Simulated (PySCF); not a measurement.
Vertical excitations of a molecule C₄H₇BO from TDA-PBE0/def2-SVPD run with PySCF, as energy in eV (oscillator strength): 5.75 (0.081), 6.16 (0.002), 6.78 (0.001), 6.99 (0.018), 7.47 (0.001), 7.51 (0.150), 7.95 (0.040), 7.96 (0.003), 8.11 (0.000), 8.13 (0.009). Lowest triplet (TDA): 4.00 eV. Coordinates come from a PBE0-D3(BJ)/def2-SVP optimisation. Other conformers were not sampled.

Q: Identify the compound among the candidates.
A. CB1CC=CO1
B. COB1C=CC1
C. CC1=CCB1O
D. O=CB1CCC1

A: A, CB1CC=CO1
